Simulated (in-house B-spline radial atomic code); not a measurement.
Configurations of S6+, with energies counted from [He] 2s2 2p6. Level of theory: scalar-relativistic (X2C) AM05, spin-polarised, spherical fractional occupations, Fermi nucleus of rms radius 3.2611 fm; calculated with a B-spline radial code for spherical atoms. Shells without spins written out take the highest spin.

```tsv
configuration	E - E(ref) (eV)	highest orbital	its <r> (bohr)
[He] 2s2 2p5 3s1	169.99	3s up	1.306
[He] 2s(0 up, 1 down) 2p6 3s(0 up, 1 down)	222.52	3s down	1.308
[He] 2s1 2p6 3p1	236.11	3p up	1.353
[He] 2s1 2p6 3d1	254.45	3d up	1.359
```

**Question.** Order these further configurations by energy, lowest first.
A. [He] 2s2 2p(2 up, 3 down) 3s(1 up, 0 down)
B. [He] 2s2 2p5 3p1
C. [He] 2s(0 up, 1 down) 2p6 3p(1 up, 0 down)
D. [He] 2s2 2p(2 up, 3 down) 3d(0 up, 1 down)

**Answer.** A (170.47 eV), B (183.47 eV), D (202.13 eV), C (236.5 eV).
